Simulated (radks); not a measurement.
Task: The molybdenum ion Mo+, [Kr] 4d5. Calculated with a radial shooting solver on a logarithmic mesh with Libxc functionals: non-relativistic Kohn-Sham, PBE, spin-polarised, spherical densities, point nucleus. Every spin shell is full or empty, so the densities are truly spherical. Functionals are evaluated on that one density, not self-consistently. Rank these orbital-free kinetic functionals by their error against the exact value of the orbitals, and give that value: Thomas-Fermi, von Weizsacker, TF + vW, TF + vW/9, TF + vW/5, LC94, APBEK, Perdew 92, Thakkar, Pearson, LKT, PG1, DePristo-Kress.

Result: Exact: 3975.02 hartree. From best to worst, with 100 (|E| - |E exact|)/|E exact| (equal figures are ties): DePristo-Kress -0.06, LC94 +0.08, APBEK +0.14, Thakkar -0.50, Perdew 92 -0.67, TF + vW/9 -0.68, Pearson -0.97, TF + vW/5 +3.24, Thomas-Fermi -5.57, PG1 +16.19, LKT +20.55, TF + vW +38.47, von Weizsacker -55.95.
